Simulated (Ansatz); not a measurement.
Au₅Se₂⁺. Charge 1, multiplicity 1. Geometry PBE0-D4/def2-SVP; atoms count from 1.

Cartesian coordinates in Å:
```
Au 0.330 -0.736 -0.028
Au 0.201 0.964 -3.145
Au 2.559 1.915 -0.824
Au -3.107 -0.706 0.869
Au -0.771 0.303 3.188
Se 1.867 -0.141 -1.832
Se -1.079 -1.599 1.771
```

In the def2 sets Au takes a core potential; there is no spin–orbit coupling. Another isomer (singlet) lies 0.05 eV lower at PBE0-D4/def2-TZVP; other spin states weren't run for this one.

Estimate the Mulliken populations from the PBE0/def2-TZVP orbitals of Ansatz.


| atom | charge (e) | d electrons |
| --- | --- | --- |
| Au1 | 0.11 | 9.61 |
| Au2 | 0.46 | 9.75 |
| Au3 | 0.46 | 9.75 |
| Au4 | 0.46 | 9.75 |
| Au5 | 0.46 | 9.75 |
| Se6 | -0.47 | – |
| Se7 | -0.47 | – |
Mulliken values depend strongly on the basis.

And the Mayer bond orders between heavy atoms (over 0.3)?

Au1–Se6 0.74 (2.44 Å); Au1–Se7 0.74 (2.44 Å); Au2–Se6 0.97 (2.39 Å); Au3–Se6 0.97 (2.39 Å); Au4–Se7 0.97 (2.39 Å); Au5–Se7 0.97 (2.39 Å).
